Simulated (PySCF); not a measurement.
Cartesian coordinates (Å):
```xyz
7

Zn     0.0348    -0.0128    -0.0049
N      0.4830     1.0771     1.3947
H      1.4911     1.2584     1.4859
H      0.1790     0.7268     2.3133
N     -0.6743    -1.0053    -1.3687
H     -0.0804    -1.7851    -1.6797
H     -0.8869    -0.4620    -2.2163
```
Charge 0, multiplicity 1.

### Question
Predict the HOMO–LUMO gap, total energy, charge on the central atom (meta-Löwdin), HOMO, LUMO, charge on the central atom (Mulliken) and dipole moment from TPSSh-D3(BJ)/def2-TZVP // PBE-D3(BJ)/def2-SVP run with PySCF.

### Answer

HOMO–LUMO gap: 5.35 eV
total energy: -1891.3656 Ha
charge on the central atom (meta-Löwdin): 1.12 e
HOMO: -6.09 eV
LUMO: -0.74 eV
charge on the central atom (Mulliken): 0.43 e
dipole moment: 1.57 D
